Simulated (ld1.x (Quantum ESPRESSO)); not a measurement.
Before and after: TM potential for Fe

ld1.x (Quantum ESPRESSO) 7.5 input, shortened:

```
&input
   title='Fe', zed=26., rel=2, dft='PZ', iswitch=3,
   config='[Ar] 3d6 4s2 4p0', rel_dist='average'
 /
 &inputp
   pseudotype=2, tm=.true., lloc=2,
   nlcc=.false.
 /
3
3S  1  0   2.00   0.00  1.05  1.05  0.0
3P  2  1   6.00   0.00  1.30  1.30  0.0
3D  3  2   6.00   0.00  1.50  1.50  0.0
 &test
   configts(1)='3s2 3p6 3d6 4s2 4p0'
 /
```

Open shells are filled in proportion to 2j + 1 (rel_dist='average').

Occupied shells without a wave of their own: 4s. They enter only through the test configuration that unscreens the potential.

Change: core correction full core density, not smoothed (it rises at the typed radius of 1.18 bohr, so ld1.x skipped the fit) (4s counted twice).

Cutoffs: the cutoffs (Ry, on a coarse ladder) from which the occupation-weighted sum of valence levels, in a spherical-Bessel basis at the reference potential, stays within 10 and 1 mRy of its value at 400 Ry; they do not see the model core or the augmentation charge, which bear on the density cutoff. Errors are all-electron minus pseudo energies relative to the spin-unpolarised reference configuration.

Question: How do hardness, ghosts and transferability respond?

Answer: The potential gets neither clearly harder nor softer (140 Ry and 230 Ry → 140 Ry and 230 Ry); of the 7 tests that both files solve, the error grows in 5 and shrinks in 2 by more than 15 % and 0.3 meV (median size 88.0 → 118.9 meV); neither file shows a bound ghost. In the changed file ld1.x takes every shell without a wave as core, so the model core holds the 4s electrons as well and exchange and correlation see them twice. This cancels in the reference configuration, but the file is broken for other ones, and its errors say nothing about a proper core correction. A model core, the more so a compact one, raises the density cutoff, which this test does not measure.

```csv
quantity,base,changed
"cutoff, loose",140 Ry,140 Ry
"cutoff, tight",230 Ry,230 Ry
bound ghosts,none,none
"largest miss of a reference level, eV",0.09,0.09
"error for 3s2 3p6 3d6 4s1 4p0, meV [ΔE 8.98 eV]",+51,-90
"error for 3s2 3p6 3d6 4s0 4p0, meV [ΔE 25.47 eV]",+77,-635
"error for 3s2 3p6 3d5 4s0 4p0, meV [ΔE 60.00 eV]",-134,-1201
"error for 3s2 3p6 3d6 4s1.5 4p0, meV [ΔE 3.60 eV]",+25,-7.0
"error for 3s2 3p6 3d6 4s1 4p1, meV [ΔE 4.18 eV]",-88,-119
"error for 3s2 3p6 3d5 4s2 4p1, meV [ΔE 8.86 eV]",-133,-167
"error for 3s2 3p6 3d5 4s2 4p0, meV [ΔE 14.48 eV]",+104,+45
s: phases at 1.65 bohr within 0.05 rad from the reference energy up to (Ry; the scan ends near 5),0.6,0.6
p1/2: phases at 1.65 bohr within 0.05 rad from the reference energy up to (Ry; the scan ends near 5),0.7,0.7
p3/2: phases at 1.65 bohr within 0.05 rad from the reference energy up to (Ry; the scan ends near 5),0.8,0.8
d3/2: phases at 1.65 bohr within 0.05 rad from the reference energy up to (Ry; the scan ends near 5),2.2,2.2
d5/2: phases at 1.65 bohr within 0.05 rad from the reference energy up to (Ry; the scan ends near 5),2.3,2.3
```
